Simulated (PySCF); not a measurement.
**`N#C[C@@H]1CC[C@@H]1[SiH2]O`, C₅H₉NOSi**

Geometry:
```csv
atom,x (Å),y (Å),z (Å)
N1,0.869,-2.324,-1.242
C2,0.255,-1.775,-0.446
C3,-0.513,-1.042,0.512
C4,-1.798,-0.437,-0.096
C5,-1.149,0.951,-0.074
C6,0.014,0.399,0.773
Si7,1.788,0.854,0.231
O8,2.015,0.617,-1.352
H9,-0.653,-1.662,1.401
H10,-2.652,-0.529,0.573
H11,-2.075,-0.822,-1.077
H12,-0.832,1.285,-1.061
H13,-1.739,1.740,0.389
H14,-0.131,0.642,1.826
H15,1.964,2.294,0.346
H16,2.709,0.061,1.048
H17,1.922,-0.243,-1.761
```

Computed, not measured: TDDFT B3LYP/def2-SVPD circular dichroism and optical rotation, one conformer, gas phase (PySCF 2.14.0). Geometry: GFN2-xTB.

The molecule is flexible and this is one conformer; a measurement averages over conformers. States above about 7.9 eV (minus the energy of the highest occupied orbital) lie near or above the ionisation threshold and depend on the basis.

**Question.** Draw the ECD and absorption spectra from the lowest 12 states, each a Gaussian of half-width 0.35 eV at 1/e height.

**Answer.** 
```tsv
E (eV)	λ (nm)	Δε (L mol⁻¹ cm⁻¹)	ε (L mol⁻¹ cm⁻¹)
6.26	198	+0.36	23.6
6.41	193	+1.42	76.1
6.56	189	+3.75	180
6.71	185	+6.62	325
6.86	181	+7.50	465
7.01	177	+4.63	573
7.16	173	-0.60	685
7.31	170	-5.51	904
7.46	166	-8.78	1380
7.61	163	-11.25	2330
7.76	160	-15.74	3900
7.91	157	-22.64	5510
```
Δε uses R in velocity form, ε uses f in length form. Only the states computed contribute, so the short-wavelength end is incomplete.
